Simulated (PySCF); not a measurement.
A calculated (LC-wPBE, PySCF 2.14, x2c-TZVPPall, the spin-free X2C one-electron Hamiltonian (Gaussian nucleus)) atom or ion has these occupied shells.

```tsv
shell	electrons	orbital energy (eV)	rms radius, mean of both spins (bohr)
1s α	1	-49990.2	0.0249
1s β	1	-49990.2	0.0249
2s α	1	-8270.2	0.101
2s β	1	-8270.1	0.101
2p α	3	-7374.7	0.0906
2p β	3	-7374.6	0.0906
3s α	1	-1849.7	0.261
3s β	1	-1847.2	0.261
3p α	3	-1571.1	0.261
3p β	3	-1568.6	0.261
3d α	5	-1196.6	0.240
3d β	5	-1194.6	0.240
4s α	1	-390.33	0.588
4s β	1	-384.12	0.588
4p α	3	-298.20	0.624
4p β	3	-292.03	0.624
4d α	5	-169.09	0.686
4d β	5	-162.70	0.686
5s α	1	-70.560	1.43
5s β	1	-67.149	1.43
5p α	3	-46.902	1.66
5p β	3	-43.998	1.66
4f α	7	-29.603	0.961
5d α	1	-19.752	2.51
```

Task: Name the element and its charge.

Result: Gd²⁺ (gadolinium, charge +2), in [Xe] 4f7 5d1, high-spin 9D determinant.
